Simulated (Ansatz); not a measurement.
Cd2F2. Total charge 0; triplet. Geometry r2SCAN-D4/def2-TZVP, that of the charge +1 doublet; atoms count from 1.

Cartesian coordinates in Å:
```
Cd 0.287 0.427 -0.946
Cd -0.826 -1.240 2.744
F -0.228 -0.377 0.821
F 0.768 1.191 -2.619
```

In the def2 sets Cd takes a core potential; there is no spin–orbit coupling. At PBE0-D4/def2-TZVP a singlet of charge 0 lies 2.26 eV below the triplet at the same geometry. The structure comes from a short search, and lower isomers may exist.

**Question.** Estimate the Mulliken populations from the PBE0/def2-TZVP orbitals of Ansatz.

**Answer.** 
| atom | charge (e) | spin (α − β) | d electrons |
| --- | --- | --- | --- |
| Cd1 | 0.51 | 0.79 | 10.01 |
| Cd2 | 0.62 | 1.12 | 10.01 |
| F3 | -0.55 | 0.00 | – |
| F4 | -0.58 | 0.08 | – |
Mulliken values and Mayer orders depend strongly on the basis.

**Question.** Where does the spin sit?

**Answer.** Summed by element: Cd 1.91, F 0.09, of 2 unpaired in all. Largest on single atoms: Cd2 1.12, Cd1 0.79, F4 0.08.

**Question.** And the Mayer bond orders between bonded heavy atoms (over 0.3)?

**Answer.** Cd1–F4 0.60 (1.90 Å); Cd2–F3 0.37 (2.19 Å).
